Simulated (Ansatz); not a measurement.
System: C3H9Si, net charge 0, doublet state. It need not be the lowest isomer of its formula. 
Structure (B3LYP-D3(BJ)/def2-TZVP (Ansatz, an electronic-structure program) minimum search):
```
Si
C 1 1.8861
H 2 1.0914 1 111.41
H 2 1.0914 3 108.02 1 122.68
H 2 1.0958 3 107.84 4 116.31
C 1 1.8861 2 110.08 3 179.59
H 6 1.0914 1 111.41 2 -179.59
H 6 1.0914 7 108.02 1 -122.68
H 6 1.0958 7 107.84 8 -116.31
C 1 1.8861 2 110.08 3 -58.88
H 10 1.0914 1 111.41 2 58.88
H 10 1.0914 11 108.02 1 -122.68
H 10 1.0958 11 107.84 12 -116.31
```
Charge 0, spin multiplicity 2.

Atomisation energy built up term by term with Ansatz (kcal/mol; UHF references for open shells; valence terms freeze the core; atomic spin-orbit terms are left out). CBS(X,Y): correlation extrapolated as X^-3; Hartree-Fock from the larger set.

| term | basis | kcal/mol |
|---|---|---|
| Hartree-Fock | def2-QZVPPD | 876.90 |
| CCSD correlation | CBS(def2-TZVPPD,def2-QZVPPD) | (withheld) |
| (T) | CBS(def2-TZVPPD,def2-QZVPPD) | (withheld) |
| core correlation | cc-pwCVTZ | 3.43 |
| scalar relativity (X2C) | cc-pVTZ-DK against cc-pVTZ | -1.17 |
| sum: De |  | (withheld) |

Question: Complete the blanks.

Answer: 
- CCSD correlation, kcal/mol: 248.08
- (T), kcal/mol: 12.78
- sum: De, kcal/mol: 1140.0
